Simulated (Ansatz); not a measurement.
Reaction (silylene formation by 1,1-elimination): `BN(B)[SiH2]C` → `BN(B)C` + `[SiH2]`

Calculated with Ansatz (gas phase, PBE0-D4/def2-TZVP geometries, no zero-point term in ΔE). CCSD(T)/CBS adds triple-zeta CCSD(T) − MP2 to the extrapolated MP2 energy (def2 sets, frozen cores). This one scheme is used for every species. DFT in def2-TZVPP. B3LYP here is the variant with VWN-RPA as its local correlation; programs differ in this. One conformer a species, not always the lowest.

Q: Is it downhill or uphill in electronic energy at CCSD(T)/CBS, and by how much? (Best estimate.)

A: Ansatz gave: Uphill: ΔE = +345.6 kJ/mol.

Q: What do these levels give: PBE-D4, PBE0-D4, r2SCAN0-D4, ωB97X-V, PBE-QIDH, BLYP, B3LYP, r2SCANh, MP2/def2-TZVPP, SCS-MP2/def2-TZVPP, CCSD(T)/def2-TZVPP, SCS-MP2/def2-QZVPP? (Best estimate.)

A: The calculation gave: PBE-D4 337.9, PBE0-D4 350.7, r2SCAN0-D4 367.7, ωB97X-V 350.6, PBE-QIDH 360.6, BLYP 302.2, B3LYP 320.0, r2SCANh 362.7, MP2/def2-TZVPP 361.6, SCS-MP2/def2-TZVPP 345.7, CCSD(T)/def2-TZVPP 336.4, SCS-MP2/def2-QZVPP 351.7 kJ/mol.

Q: What do rigid-rotor, harmonic-oscillator terms from PBE0-D4/def2-TZVP frequencies (298.15 K, 1 bar) make of the CCSD(T)/CBS value? (Estimate.)

A: Ansatz gave: ΔZPE = -11.6 kJ/mol, ΔH = +338.3 kJ/mol, ΔS = 160 J/(mol·K), ΔG = +290.4 kJ/mol. Modes under 50 cm⁻¹ make the entropy rough.

Largest T1 diagnostic among the species: 0.014.

From r2SCAN to r2SCAN0 (25 % exact exchange), in def2-TZVPP and without D4, ΔE moves by +3.0 kJ/mol. The D4 term adds +15.9 kJ/mol with B3LYP and +8.7 kJ/mol with PBE0; it sums over pairs of atoms, weighted by their polarisabilities, and B3LYP, whose exchange is more repulsive, gets the larger term. Leaving LDA and LC-ωPBE aside and taking each functional with its dispersion term where it has one, the values, not all of them listed here, spread over 45.3 kJ/mol, from BLYP-D4 to r2SCAN0-D4. LDA lies +34.2 kJ/mol from PBE without D4.
